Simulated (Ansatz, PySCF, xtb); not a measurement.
Spectroscopic constants of SnOs, closed-shell singlet (lowest of 2S+1 = 1, 3, 5, 7 at CCSD(T)/def2-TZVPP on PBE0 minima; our sources give no spin for the ground state, which may be another). No spin–orbit coupling.

Constants: fifth-degree fit in 1/R to seven points, most abundant isotopes. In def2 and cc sets the state is the lowest found near the PBE0 minimum, followed along R. The singlet is held restricted. HF and MP2 rows in def2 and cc sets belong to the determinant that coupled cluster picked by its CCSD energy.

Programs: Ansatz (Gaussian orbitals); PySCF for LANL2DZ rows; xtb for the GFN methods. Values without a source in brackets are computed. In def2 rows elements past Kr take small-core potentials, without spin–orbit coupling.

```csv
level,r_e (Å),ω_e (cm⁻¹),B_e (cm⁻¹),ω_e x_e (cm⁻¹),dipole (D)
GFN1-xTB,2.498,273,0.0366,1.00,-
GFN2-xTB,2.361,302,0.0410,1.1,-
HF/def2-TZVPP,2.390,282,0.0400,0.48,-
HF/def2-QZVPP,2.388,283,0.0401,0.48,-
SVWN5/def2-TZVPP,2.385,278,0.0401,0.44,0.94
PBE/def2-TZVPP,2.419,263,0.0390,0.43,0.95
r2SCAN/def2-TZVPP,2.396,276,0.0398,0.43,0.65
B97M-V/def2-TZVPP,2.416,263,0.0391,0.44,0.82
B3LYP/LANL2DZ,2.451,245,0.0380,0.36,0.01
B3LYP/def2-TZVPP,2.413,269,0.0392,0.42,0.88
PBE0/def2-TZVPP,2.390,280,0.0400,0.41,0.65
BHLYP/def2-TZVPP,2.387,284,0.0401,0.41,0.49
CAM-B3LYP/def2-TZVPP,2.385,285,0.0402,0.40,0.49
wB97X-V/def2-TZVPP,2.373,292,0.0405,0.40,0.09
wB97M-V/def2-TZVPP,2.378,289,0.0404,0.40,0.23
B2PLYP/def2-TZVPP,2.422,263,0.0389,0.40,-
MP2/def2-TZVPP,2.369,312,0.0407,0.10,-
MP2/def2-QZVPP,2.363,312,0.0409,0.11,-
"MP2/CBS(def2-TZVPP, def2-QZVPP)",2.361,312,0.0410,0.12,-
SCS-MP2/def2-TZVPP,2.375,308,0.0405,0.13,-
SCS-MP2/def2-QZVPP,2.370,308,0.0406,0.14,-
CCSD/def2-TZVPP,2.386,287,0.0401,0.42,-
CCSD/def2-QZVPP,2.379,288,0.0403,0.43,-
CCSD(T)/def2-TZVPP,2.411,268,0.0393,0.50,-
CCSD(T)/def2-QZVPP,2.405,270,0.0395,0.49,-
"CCSD(T)/CBS(def2-TZVPP, def2-QZVPP)",2.402,271,0.0396,0.49,-
```

Correlated levels freeze the inner cores; with def2 sets outer-core shells near the valence are correlated too. CBS: X⁻³ extrapolation of the correlation energy, Hartree–Fock from the larger set. Rows in LANL2DZ carry no dispersion term and start afresh at each structure. LANL2DZ brings its own core potentials from Na on.

Doubts at one or more of the structures used: a restricted determinant that unrestricted orbitals would lower (HF/def2-TZVPP, HF/def2-QZVPP, B2PLYP/def2-TZVPP, MP2/def2-TZVPP, MP2/def2-QZVPP, MP2/CBS(def2-TZVPP, def2-QZVPP), SCS-MP2/def2-TZVPP, SCS-MP2/def2-QZVPP, CCSD/def2-TZVPP, CCSD/def2-QZVPP, CCSD(T)/def2-TZVPP, CCSD(T)/def2-QZVPP, CCSD(T)/CBS(def2-TZVPP, def2-QZVPP)); T1 above 0.05 (CCSD/def2-TZVPP, CCSD/def2-QZVPP, CCSD(T)/def2-TZVPP, CCSD(T)/def2-QZVPP, CCSD(T)/CBS(def2-TZVPP, def2-QZVPP)).

Ansatz is a first-principles code.
